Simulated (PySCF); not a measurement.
## Radial density of Ni¹²⁺ (nickel, charge +12)

UHF, [Ne] 3s2 3p4, high-spin 3P determinant. Computed with PySCF 2.14 in an even-tempered Gaussian basis (17 s from 0.59 bohr⁻², ratio 2.5; 12 p from 0.76 bohr⁻², ratio 2.5; 5 d from 5.6 bohr⁻², ratio 2.7; 4 f from 8.4 bohr⁻², ratio 2.7), with no relativity, point nucleus.

```json
{"r (bohr)": "0.00109", "4πr²ρ (e/bohr)": "0.2121", "4πr²(ρα − ρβ)": "0.0000"}
{"r (bohr)": "0.00184", "4πr²ρ (e/bohr)": "0.5754", "4πr²(ρα − ρβ)": "0.0000"}
{"r (bohr)": "0.00309", "4πr²ρ (e/bohr)": "1.518", "4πr²(ρα − ρβ)": "0.0001"}
{"r (bohr)": "0.00520", "4πr²ρ (e/bohr)": "3.816", "4πr²(ρα − ρβ)": "0.0003"}
{"r (bohr)": "0.00875", "4πr²ρ (e/bohr)": "8.854", "4πr²(ρα − ρβ)": "0.0013"}
{"r (bohr)": "0.0147", "4πr²ρ (e/bohr)": "17.97", "4πr²(ρα − ρβ)": "0.0065"}
{"r (bohr)": "0.0248", "4πr²ρ (e/bohr)": "29.21", "4πr²(ρα − ρβ)": "0.0347"}
{"r (bohr)": "0.0416", "4πr²ρ (e/bohr)": "33.69", "4πr²(ρα − ρβ)": "0.1676"}
{"r (bohr)": "0.0701", "4πr²ρ (e/bohr)": "27.60", "4πr²(ρα − ρβ)": "0.6025"}
{"r (bohr)": "0.118", "4πr²ρ (e/bohr)": "31.56", "4πr²(ρα − ρβ)": "1.2035"}
{"r (bohr)": "0.198", "4πr²ρ (e/bohr)": "36.37", "4πr²(ρα − ρβ)": "0.5451"}
{"r (bohr)": "0.333", "4πr²ρ (e/bohr)": "14.24", "4πr²(ρα − ρβ)": "0.4799"}
{"r (bohr)": "0.561", "4πr²ρ (e/bohr)": "12.08", "4πr²(ρα − ρβ)": "3.7849"}
{"r (bohr)": "0.943", "4πr²ρ (e/bohr)": "4.011", "4πr²(ρα − ρβ)": "1.3076"}
{"r (bohr)": "1.59", "4πr²ρ (e/bohr)": "0.05452", "4πr²(ρα − ρβ)": "0.0169"}
{"r (bohr)": "2.67", "4πr²ρ (e/bohr)": "1.209e-05", "4πr²(ρα − ρβ)": "0.0000"}
```
